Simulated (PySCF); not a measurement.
**Löwdin shares of the frontier orbitals**

C5H6F4.
Z-matrix (Å and degrees, GFN2-xTB geometry), rows numbered from 1:
```
F 
C   1  1.3709
C   2  1.5281  1  110.01
C   3  1.4917  2  110.76  1   -67.08
C   4  1.3229  3  124.14  2   117.06
C   5  1.4942  4  123.06  3  -179.71
F   6  1.3406  5  113.54  4     2.77
F   6  1.3483  5  111.74  4  -117.42
F   6  1.3437  5  112.19  4   123.72
H   2  1.0945  1  106.73  3   120.64
H   2  1.0949  1  106.81  3  -121.49
H   3  1.0918  2  107.85  1   173.20
H   3  1.0906  2  109.10  1    54.74
H   4  1.0824  3  115.80  2   -61.50
H   5  1.0792  4  123.25  3     0.71
```

Method: TDDFT PBE0/def2-SVPD, vertical, gas phase, core orbitals frozen in the response (PySCF 2.14.0, density-fitted response routines).

Frontier orbitals with the atoms that hold most of them (Löwdin shares over 4%, at most four atoms; ? is withheld):

```json
{"orbital": "HOMO-3", "ε (eV)": "-10.82", "atoms": "F1 18%, C5 14%, C4 14%, C3 9%"}
{"orbital": "HOMO-2", "ε (eV)": "-10.23", "atoms": "F1 39%, C2 17%, C3 17%, H11 6%"}
{"orbital": "HOMO-1", "ε (eV)": "-9.94", "atoms": "F1 34%, C2 21%, H10 11%, H11 9%"}
{"orbital": "HOMO", "ε (eV)": "-8.47", "atoms": "?"}
{"orbital": "LUMO", "ε (eV)": "?", "atoms": "?"}
{"orbital": "LUMO+1", "ε (eV)": "0.63", "atoms": "C2 19%, C3 15%, H12 13%, C4 11%"}
{"orbital": "LUMO+2", "ε (eV)": "1.05", "atoms": "H15 20%, H13 16%, C5 12%, H14 10%"}
```

**Question.** Give the leading atoms of the HOMO.

**Answer.** C5 (bonded to 2 C and H) 37%; C4 (bonded to 2 C and H) 31%; C3 (bonded to 2 C and 2 H) 8%; C2 (bonded to C, F and 2 H) 4%.

**Question.** Give the leading atoms of the LUMO.

**Answer.** C4 (bonded to 2 C and H) 34%; C5 (bonded to 2 C and H) 29%; C3 (bonded to 2 C and 2 H) 6%; C6 (bonded to C and 3 F) 5%.

**Question.** What is the LUMO energy, and the HOMO–LUMO gap?

**Answer.** ε(LUMO) = -0.78 eV; the gap is 7.68 eV (0.2824 hartree).

**Question.** The HOMO–LUMO gap is 7.68 eV. Where does the response calculation put the lowest singlet, and from which orbitals?

**Answer.** S1 is at 7.32 eV (f = 0.480), 0.37 eV below the gap, made of HOMO→LUMO (91%). Without the coupling terms of the response equations the lowest excitation would equal the gap.

**Question.** Give energy, strength and leading configuration of S1, S2, S3 and S4, and follow the Löwdin shares of the leading atoms from the occupied to the empty orbital.

**Answer.** 
- S1 (7.32 eV, f 0.480), HOMO→LUMO (91%): C5 37% → 29%, C4 31% → 34%
- S2 (7.78 eV, f 0.0009), HOMO-1→LUMO (82%): F1 34% → at most 6%, C2 21% → at most 6%, C4 at most 10% → 34%, C5 at most 10% → 29%
- S3 (8.00 eV, f 0.0063), HOMO→LUMO+1 (92%): C5 37% → at most 11%, C4 31% → 11%, C2 4% → 19%, C3 8% → 15%
- S4 (8.22 eV, f 0.036), HOMO-2→LUMO (78%): F1 39% → at most 6%, C2 17% → at most 6%, C4 at most 6% → 34%, C5 at most 6% → 29%

Time: 37 s wall; peak memory 0.92 GiB. Hardware: one thread of an AMD EPYC 7B13, no GPU, shared host with 128 logical CPUs at a one-minute load of 35.

One conformer stands for the species.
